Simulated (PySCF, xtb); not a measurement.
C2H7ClOSi, SMILES C[C@@H](O)[SiH2]Cl. The values are those of a single conformer.

Harmonic wavenumbers (cm⁻¹) from xtb 6.7.1 with GFN2-xTB at its own minimum, in rising order: 46, 109, 213, 242, 284, 333, 417, 501, 533, 587, 675, 709, 774, 938, 1001, 1070, 1094, 1189, 1269, 1340, 1406, 1491, 1502, 2236, 2283, 2928, 3011, 3024, 3048, 3546.

**Question.** What does PBE-D3(BJ)/def2-SVP in PySCF give at its own minimum? (The exact figures need the calculation; the answer reports its results.)

**Answer.** 62, 111, 215, 247, 276, 337, 411, 522, 559, 645, 710, 824, 883, 909, 958, 1054, 1067, 1184, 1243, 1328, 1355, 1406, 1422, 2147, 2161, 2955, 2987, 3040, 3061, 3677. Paired by order, the mean absolute difference is 40 cm⁻¹ and the zero-point energies are 54.0 and 54.0 kcal/mol.
